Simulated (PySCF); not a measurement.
**Excitation energy of Fe by level of theory**

Fe [Ar] 3d6 4s2 (5D) → Fe [Ar] 3d5 4s2 4p1 (7P), as a difference of total energies. Calculation: PySCF 2.14, in x2c-QZVPPall (11s7p5d4f2g, 103 functions); scalar relativity by spin-free X2C-1e. The calculations carry no spin-orbit coupling.

```json
{"method": "LDA", "excitation energy (eV)": "5.869"}
{"method": "PBE", "excitation energy (eV)": "5.807"}
{"method": "PBE0", "excitation energy (eV)": "5.266"}
{"method": "BHandHLYP", "excitation energy (eV)": "4.959"}
{"method": "TPSS", "excitation energy (eV)": "5.740"}
{"method": "wB97X", "excitation energy (eV)": "5.513"}
{"method": "B97-3", "excitation energy (eV)": "5.423"}
```

The basis was made for the ground configuration and has no added diffuse functions, so the excitation energy can come out too high.

The determinant of the upper state mixes LS terms, which raises its energy above the lowest term, most at the Hartree-Fock and MP2 levels.

For comparison: 4.942 eV (measured; NIST levels, between the centres of gravity of the two terms).
